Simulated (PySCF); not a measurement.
Radial density of B⁺ (boron, charge +1)

CAM-B3LYP, [He] 2s1 3d1, high-spin 3D determinant (an excited configuration). Calculation: PySCF 2.14, in x2c-TZVPPall with one added diffuse shell each of s, p, d type (6s4p3d1f, 40 functions); scalar relativity by spin-free X2C-1e.

```
r (bohr)  4πr²ρ (e/bohr)  4πr²(ρα − ρβ)
 0.00489         0.02090         0.0008
 0.00823         0.05714         0.0021
  0.0138          0.1514         0.0055
  0.0233          0.3887         0.0141
  0.0392          0.9357         0.0334
  0.0659           2.031         0.0703
   0.111           3.690         0.1193
   0.186           5.012         0.1352
   0.313           4.226         0.0548
   0.527           1.678         0.0127
   0.887          0.5820         0.3853
    1.49          0.7016         0.6982
    2.51          0.3531         0.3531
    4.22          0.2419         0.2419
    7.10         0.06755         0.0676
    11.9       2.442e-05         0.0000
```

Densities and radii are taken from the X2C orbitals without a picture-change correction, which distorts them close to the nucleus.

The outer electron is Rydberg-like, and this basis confines it to a smaller radius and binds it less than a complete one would.
